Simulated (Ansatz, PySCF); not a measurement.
This PySCF input computes a CCSD(T)/cc-pVDZ energy:

```python
from pyscf import gto, scf, mp, cc as ccmod

mol = gto.M(
    atom='''
    C     1.30797626   -0.11530799   -0.13642293
    C     0.12161185   -0.00590488   -0.01561909
    O    -1.16888275    0.18455828    0.07224284
    H     2.35837514   -0.21907017   -0.23917863
    H    -1.58484181   -0.53011876    0.57348801
    ''',
    basis='cc-pvdz',
    charge=0,
    spin=0,
    verbose=4,
)

mf = scf.RHF(mol)
mf.conv_tol = 1e-10
mf.max_cycle = 100
mf.kernel()
mp2 = mp.MP2(mf, frozen=3).run()
cc = ccmod.CCSD(mf, frozen=3)
cc.max_cycle = 100
cc.kernel()
et = cc.ccsd_t()
print(f'E(CCSD(T)) = {cc.e_tot + et:.9f}')
```

Write an input for the same energy in Ansatz (a first-principles code) and say what it gives.


Ansatz 0.2 input:
```yaml
crystal:
  periodic: [false, false, false]
  atoms:
    - {symbol: C, position_ang: [1.30797626, -0.11530799, -0.13642293]}
    - {symbol: C, position_ang: [0.12161185, -0.00590488, -0.01561909]}
    - {symbol: O, position_ang: [-1.16888275, 0.18455828, 0.07224284]}
    - {symbol: H, position_ang: [2.35837514, -0.21907017, -0.23917863]}
    - {symbol: H, position_ang: [-1.58484181, -0.53011876, 0.57348801]}
basis:
  gaussian:
    orbitals: cc-pVDZ
magnetization: {spin_polarized: false}
correlation: {method: ccsd_t, electrons: outside_noble_gas}
```
It gives -152.14797 Eh, and PySCF -152.14797 Eh, a difference of 0.00 mEh.
